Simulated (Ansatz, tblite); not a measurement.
Cost and result up the ladder for tetramethylammonium mesylate (C₅H₁₅NO₃S) (25 atoms). Total charge 0; singlet. Geometry: PBE-D4/def2-SVP.

Cartesian coordinates in Å:
```
C -1.0314 3.7113 1.4948
S -0.5793 2.0867 0.8408
O 0.2371 2.3570 -0.4007
O 0.2166 1.4119 1.9328
O -1.8844 1.3860 0.5455
H -1.6296 4.2356 0.7275
H -1.6220 3.5580 2.4163
H -0.1000 4.2648 1.7127
C 0.0964 -0.4097 -1.6894
N 0.3761 -1.3538 -0.5453
C -0.8584 -1.4821 0.3135
C 1.5130 -0.8121 0.2867
C 0.7496 -2.6973 -1.0867
H -0.0195 0.6266 -1.2899
H 0.9570 -0.4497 -2.3828
H -0.8226 -0.7483 -2.2011
H -1.6275 -2.0190 -0.2723
H -0.5932 -2.0608 1.2169
H -1.2285 -0.4624 0.5786
H 2.3613 -0.5932 -0.3867
H 1.1711 0.1069 0.8212
H 1.7982 -1.5881 1.0212
H 1.6886 -2.6075 -1.6631
H -0.0607 -3.0607 -1.7451
H 0.8922 -3.4002 -0.2455
```

Ansatz on 4 threads of Arm Neoverse V2 on a shared host; xTB runs through tblite on one thread. Times are rough, summed over both states, and most runs start from the orbitals of an earlier one. PBE0-D4/def2-TZVP serves as the yardstick here, not as an exact answer. The other state is a doublet.

The xTB rows come from tblite. HSE06 is defined as in plane-wave codes, on full-range PBE exchange.

Raw xTB energies of ions are shifted by several eV.

```
                          level  functions  wall time  vertical IE (eV)  difference from PBE0-D4/def2-TZVP (eV)
                       GFN2-xTB         60    0.021 s             12.80                                    4.44
                       GFN1-xTB         75    0.032 s             14.54                                    6.18
 PBE-D4/def2-TZVP (with forces)        406       24 s              7.96                                   -0.39
             HSE06-D4/def2-TZVP        406       45 s              8.34                                   -0.02
PBE0-D4/def2-TZVP (with forces)        406       76 s              8.35                                    0.00
```
